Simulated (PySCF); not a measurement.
B3LYP has the VWN-RPA correlation part, as in Gaussian. 

Cartesian coordinates (Å):
SMILES: C[N]S
```xyz
7

C     -0.7329     0.1193     0.4259
N      0.0335    -0.4507    -0.6586
S      1.6477    -0.5197    -0.4857
H     -0.4207     1.1478     0.6493
H     -1.7863     0.1289     0.1462
H     -0.6233    -0.4686     1.3466
H      1.8821     0.0430     0.7361
```
Charge 0, spin multiplicity 2.

Predict the dipole moment, highest occupied spin orbital and total energy from B3LYP-D3(BJ)/def2-TZVP (PySCF 2.14.0).


The dipole moment is 2.20 D and the highest occupied spin orbital comes out as -5.85 eV. The total energy is -493.4717 Ha.
